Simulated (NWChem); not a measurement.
BF in NWChem

```xyz
2

B      0.0000     0.0000    -0.8123
F      0.0000     0.0000     0.4513
```
Charge 0, spin multiplicity 1.

The numbers come from NWChem runs, not from measurements. The geometry was optimised at B3LYP/def2-SVP, a minimum by its harmonic frequencies.

Symmetry labels belong to the abelian group C2v used in the runs, with the axes of the coordinates shown; states degenerate in a higher group split over its labels.

The structure started from a generated list of species.

**Question.** List the lowest 3 singlet excitations that CIS/aug-cc-pVDZ gives, with oscillator strengths.

**Answer.** 
| state | symmetry | energy (eV) | wavelength (nm) | f |
|---|---|---|---|---|
| 1 | b1 | 6.57 | 189 | 0.353 |
| 2 | b2 | 6.57 | 189 | 0.353 |
| 3 | a1 | 8.59 | 144 | 0.146 |
